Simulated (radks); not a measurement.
All-electron atom: neutral scandium in [Ar] 3d1 4s2 (the NIST ground configuration). Calculated with a radial shooting solver on a logarithmic mesh with Libxc functionals: scalar-relativistic Kohn-Sham, BLYP, spin-polarised, spherical densities, point nucleus; open shells are filled with parallel spins first. Some entries of the table are withheld. Estimate them.

orbital,occ.,eigenvalue (eV),r(max) (bohr)
1s down,1,-4398.998,0.04780
1s up,1,-4398.994,0.04780
2s up,1,-474.2167,0.2836
2s down,1,-474.0161,0.2836
2p up,3,-388.3329,0.2322
2p down,3,-388.1759,0.2321
3s up,1,-55.0271,0.9255
3s down,1,-54.2614,0.9252
3p up,3,(1),(2)
3p down,3,(3),(4)
4s up,1,-4.1281,3.044
4s down,1,-3.9133,3.098
3d up,1,-3.3542,1.095
3d down,0,-2.7431,1.099

Answer. 
(1) 3p up eigenvalue (eV): -33.6797
(2) 3p up r(max) (bohr): 0.9665
(3) 3p down eigenvalue (eV): -32.9250
(4) 3p down r(max) (bohr): 0.9661
